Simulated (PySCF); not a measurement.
Job file and geometry (Å, from GFN2-xTB) of an NMR shielding run on `O=S1(=O)CC(B(O)O)C1`, C3H7BO4S, GIAO PBE0/pcSseg-1 NMR shielding, non-relativistic, gas phase in PySCF; density fitting, a coarse starting grid and PySCF grid level 2 are the driver's defaults:

```
$ OMP_NUM_THREADS=1 python probes_run.py task.json out

{"job": {"kind": "nmr", "xc": "PBE0", "basis": "pcSseg-1"}, "charge": 0, "multiplicity": 1}
O     -1.002373     2.070655     0.436611
S     -1.567867     0.750439     0.287317
O     -2.989540     0.624368     0.419641
C     -0.576354    -0.494037     1.173335
C      0.201248    -0.726209    -0.138008
B      1.602509     0.123329    -0.154673
O      1.619624     1.438771     0.054189
O      2.787186    -0.486552    -0.379278
C     -0.824862    -0.130279    -1.122726
H     -1.208412    -1.325551     1.468550
H      0.003326    -0.129728     2.014586
H      0.359282    -1.792951    -0.323959
H      0.767596     1.875923     0.215399
H      2.776335    -1.429570    -0.529913
H     -1.534038    -0.850762    -1.517857
H     -0.421258     0.491097    -1.914626
```

**Question.** What does the program print?

**Answer.** 
```
coarse grid: 14656 points
cycle   1  E = -841.3827166459  dE =  2.209e+00  |g| = 1.374e+00  |ddm| = 3.870e+00
cycle   2  E = -840.6345132094  dE =  7.482e-01  |g| = 2.442e+00  |ddm| = 2.911e+00
cycle   3  E = -841.7012989533  dE = -1.067e+00  |g| = 3.025e-01  |ddm| = 2.142e+00
cycle   4  E = -841.7197683958  dE = -1.847e-02  |g| = 1.020e-01  |ddm| = 3.180e-01
cycle   5  E = -841.7214950030  dE = -1.727e-03  |g| = 3.613e-02  |ddm| = 8.010e-02
cycle   6  E = -841.7217343906  dE = -2.394e-04  |g| = 1.127e-02  |ddm| = 3.337e-02
cycle   7  E = -841.7217557931  dE = -2.140e-05  |g| = 3.305e-03  |ddm| = 9.500e-03
cycle   8  E = -841.7217576928  dE = -1.900e-06  |g| = 8.374e-04  |ddm| = 2.853e-03
final grid: 139016 points
cycle   9  E = -841.8164895103  dE = -4.004e-05  |g| = 1.400e-02  |ddm| = 3.618e-02
cycle  10  E = -841.8164187806  dE =  7.073e-05  |g| = 2.326e-02  |ddm| = 2.901e-02
cycle  11  E = -841.8165285187  dE = -1.097e-04  |g| = 2.451e-03  |ddm| = 1.922e-02
cycle  12  E = -841.8165295762  dE = -1.057e-06  |g| = 3.770e-04  |ddm| = 1.922e-03
cycle  13  E = -841.8165295969  dE = -2.067e-08  |g| = 2.007e-04  |ddm| = 4.155e-04
cycle  14  E = -841.8165296037  dE = -6.823e-09  |g| = 6.494e-05  |ddm| = 1.897e-04
cycle  15  E = -841.8165296044  dE = -6.921e-10  |g| = 2.420e-05  |ddm| = 5.905e-05
converged SCF energy = -841.8165296044

GIAO shielding tensors (ppm)
atom      isotropic    diamagn.    paramagn.     s11        s22        s33       span
  0 O      125.872     402.615    -276.742     93.005    106.871    177.741     84.735
  1 S      188.238    1051.204    -862.966     64.986    143.869    355.860    290.873
  2 O       58.861     395.693    -336.831     28.169     68.316     80.100     51.930
  3 C      113.842     257.877    -144.035     65.823    108.924    166.779    100.956
  4 C      177.783     258.194     -80.411    169.786    173.436    190.126     20.339
  5 B       72.873     195.224    -122.351     58.708     67.076     92.837     34.128
  6 O      199.988     390.152    -190.164     82.259    233.070    284.634    202.375
  7 O      201.371     384.284    -182.913     85.869    257.159    261.084    175.214
  8 C      113.889     257.884    -143.996     65.893    108.950    166.822    100.929
  9 H       27.576      31.884      -4.309     24.267     26.861     31.599      7.331
 10 H       27.893      31.865      -3.972     24.234     26.691     32.753      8.519
 11 H       30.458      34.919      -4.462     26.047     28.682     36.644     10.596
 12 H       23.168      32.232      -9.064     12.380     20.184     36.940     24.560
 13 H       27.849      32.048      -4.200     22.206     25.403     35.938     13.732
 14 H       27.580      31.886      -4.306     24.271     26.870     31.598      7.327
 15 H       27.895      31.864      -3.969     24.229     26.696     32.760      8.531
```

Size and cost of the density-fitted run: 195 basis functions, 31 s wall time on 1 thread of an Arm Neoverse V1, shared host; peak memory 0.86 GiB.
